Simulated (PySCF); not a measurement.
**Cs¹⁶⁺: ionisation energy**

Cs¹⁶⁺ [Kr] 4d3 (4F) → Cs¹⁷⁺ [Kr] 4d2 (3F), as a difference of total energies. Computed with PySCF 2.14 in an uncontracted even-tempered set (20 s from 0.68 bohr⁻², ratio 2.5; 15 p from 0.88 bohr⁻², ratio 2.5; 10 d from 0.88 bohr⁻², ratio 2.5; 4 f from 4.2 bohr⁻², ratio 2.7; 4 g from 6.4 bohr⁻², ratio 2.7), with the spin-free X2C one-electron Hamiltonian (Gaussian nucleus). The calculations carry no spin-orbit coupling.

```json
{"method": "UHF", "ionisation energy (eV)": "413.05"}
{"method": "PBEsol", "ionisation energy (eV)": "414.18"}
{"method": "TPSS", "ionisation energy (eV)": "414.10"}
```

Breit and QED terms and the two-electron picture change are absent.

The reference lies between the lowest fine-structure levels, while these numbers refer to the centres of the terms.

For comparison: 413 ± 3 eV (theoretical estimate listed by NIST; NIST Atomic Spectra Database, ionization energies).
